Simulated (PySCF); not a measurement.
Frontier orbitals and the lowest excitations

Species: C3H9FSi2.
Geometry (GFN2-xTB, Å), atoms numbered from 1 in this order:
```
atom  x, y, z in Å
C1    -1.946   -0.799   -0.508
C2    -0.996    0.094   -0.274
C3    -1.249    1.239    0.656
F4    -0.069    1.690    1.211
Si5    0.745    0.019   -1.023
Si6    2.269   -0.716    0.554
H7    -1.787   -1.613   -1.194
H8    -2.921   -0.752   -0.044
H9    -1.906    0.971    1.491
H10   -1.676    2.092    0.114
H11    0.605   -0.860   -2.196
H12    1.017    1.364   -1.550
H13    2.587    0.285    1.571
H14    1.790   -1.911    1.259
H15    3.532   -1.095   -0.091
```

Method: TDDFT wB97X-D/def2-SVPD, vertical, gas phase, core orbitals frozen in the response in PySCF.

Kohn–Sham orbitals with the atoms that hold most of them (Löwdin shares over 4%, at most four atoms; ? is withheld):

```json
{"orbital": "LUMO+2", "ε (eV)": "2.05", "atoms": "Si6 36%, Si5 26%, H13 13%, H11 9%"}
{"orbital": "LUMO+1", "ε (eV)": "1.83", "atoms": "Si5 29%, Si6 24%, H14 11%, H12 11%"}
{"orbital": "LUMO", "ε (eV)": "1.13", "atoms": "C1 30%, C2 28%, Si5 8%, Si6 6%"}
{"orbital": "HOMO", "ε (eV)": "-9.50", "atoms": "?"}
{"orbital": "HOMO-1", "ε (eV)": "-10.40", "atoms": "?"}
{"orbital": "HOMO-2", "ε (eV)": "-11.04", "atoms": "Si5 21%, Si6 16%, C2 14%, H11 10%"}
{"orbital": "HOMO-3", "ε (eV)": "-11.30", "atoms": "Si6 22%, Si5 22%, H12 15%, H13 13%"}
```

Task: Which atoms hold the HOMO-1, and with what shares?

Result: C2 (bonded to 2 C and Si) 23%; Si5 (bonded to C, Si and 2 H) 21%; Si6 (bonded to Si and 3 H) 15%; C1 (bonded to C and 2 H) 10%. By element: silicon 36%, carbon 33% or more.

Task: Give the leading atoms of the HOMO.

Result: C1 (bonded to C and 2 H) 28%; C2 (bonded to 2 C and Si) 25%; Si6 (bonded to Si and 3 H) 11%; Si5 (bonded to C, Si and 2 H) 11%. By element: carbon 54% or more, silicon 22%.

Task: The HOMO–LUMO gap is 10.63 eV. Where does the response calculation put the lowest singlet, and from which orbitals?

Result: S1 is at 6.60 eV (f = 0.145), 4.03 eV below the gap, made of HOMO-1→LUMO (40%), HOMO→LUMO (40%). Its leading pair isn't HOMO and LUMO; the energies of that pair differ by 11.53 eV. 

Next come S2 at 6.73 eV (f 0.193), HOMO→LUMO (54%), HOMO-1→LUMO (34%); S3 at 7.10 eV (f 0.014), HOMO→LUMO+1 (74%), HOMO→LUMO+2 (9%); S4 at 7.40 eV (f 0.084), HOMO→LUMO+2 (60%), HOMO→LUMO+3 (10%); S5 at 7.65 eV (f 0.011), HOMO→LUMO+3 (63%), HOMO→LUMO+2 (9%).

Löwdin shares depend on the basis, the more so with diffuse functions.

One conformer stands for the species.
